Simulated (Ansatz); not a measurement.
Molecule: YCl2 (charge +1, singlet). 
Structure (B3LYP-D3(BJ)/def2-TZVP (Ansatz, a program for electronic structure) minimum search):
```
Y
Cl 1 2.3557
Cl 1 2.3557 2 111.74
```
Charge +1, spin multiplicity 1.

Parts of the frozen-core correlation energy in def2-TZVPP (Ansatz, hartree). Frozen orbitals: 14; correlated occupied orbitals by spin: 8 and 8; virtual: 118 and 118. No spin-orbit coupling. Past Kr the def2 sets carry scalar-relativistic core potentials.

```csv
term,value
reference (HF),-956.85297
MP2 opposite-spin,(withheld)
MP2 same-spin,(withheld)
CCSD correlation,(withheld)
(T),-0.02096
T1 diagnostic,0.012
largest doubles amplitude,0.022
```

Some entries are withheld; supply them.


- MP2 opposite-spin, value: -0.31235
- MP2 same-spin, value: -0.10812
- CCSD correlation, value: -0.44952
